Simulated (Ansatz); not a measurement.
CH4AlClSe (SMILES [CH3][Al]([Cl])[SeH]), singlet, geometry from GFN2-xTB (such geometries of metal compounds can be far from the true shape).

Here is a job for Ansatz (a first-principles code).
Ansatz 0.2 input:
```yaml
crystal:
  periodic: [false, false, false]
  atoms:
    - {symbol: Al, position_ang: [0.24920728, -0.24794525, 0.70596465]}
    - {symbol: Cl, position_ang: [2.23958066, 0.11790697, 0.71101454]}
    - {symbol: C, position_ang: [-0.77026390, -1.06851441, 2.19926112]}
    - {symbol: H, position_ang: [-1.15692454, -2.05842947, 1.93930134]}
    - {symbol: H, position_ang: [-1.63726037, -0.46914785, 2.49197457]}
    - {symbol: H, position_ang: [-0.14195835, -1.19084681, 3.08496580]}
    - {symbol: Se, position_ang: [-0.92911104, 0.33762532, -1.21560858]}
    - {symbol: H, position_ang: [-2.16506367, -0.13088059, -0.64590428]}
basis:
  gaussian:
    orbitals: cc-pVDZ
hamiltonian:
  xc: pbe
```

Task: Give the total energy at the level PBE/cc-pVDZ run with Ansatz.

Result: -3144.0365 Eh

Task: Predict the number of basis functions from PBE/cc-pVDZ.

Result: 97
